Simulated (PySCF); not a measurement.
CH3Si, SMILES [SiH]=C (connectivity only; charge and spin as stated), charge +1, multiplicity 1. Atoms are numbered in the order given.

```xyz
5

C      0.0000     0.0000    -1.0999
Si     0.0000     0.0000     0.5632
H      0.0000     0.9337    -1.6613
H      0.0000    -0.9337    -1.6613
H      0.0000     0.0000     2.0380
```
Charge +1, spin multiplicity 1.

Coordinates come from a r2SCAN-D4/def2-TZVP optimisation. The geometry has at least one imaginary mode, so it is a saddle point at that level. The spin state was assumed, not searched. The isomer is the one that the SMILES or the coordinates give; other isomers of the formula were not compared.

Two levels are set side by side: PBE/pcSseg-2 (PySCF) and HF/pcSseg-2 (PySCF). GIAO shifts against TMS (²⁹Si), TMS (¹H), TMS (¹³C) at the same level; non-relativistic, no solvent, atoms listed together averaged. Differences are taken from unrounded values.

```json
[
 {"quantity": "δ(¹³C) of C1 (ppm)", "HF": "70.9", "PBE": "72.4", "PBE minus HF": "1.6"},
 {"quantity": "δ(²⁹Si) of Si2 (ppm)", "HF": "537.1", "PBE": "493.0", "PBE minus HF": "-44.1"},
 {"quantity": "δ(¹H) of H3, H4 (ppm)", "HF": "8.85", "PBE": "8.08", "PBE minus HF": "-0.78"},
 {"quantity": "δ(¹H) of H5 (ppm)", "HF": "12.51", "PBE": "12.63", "PBE minus HF": "0.12"}
]
```

Rough cost on one machine, each run with all the roots and properties that it gave: HF against PBE within a factor of 2.
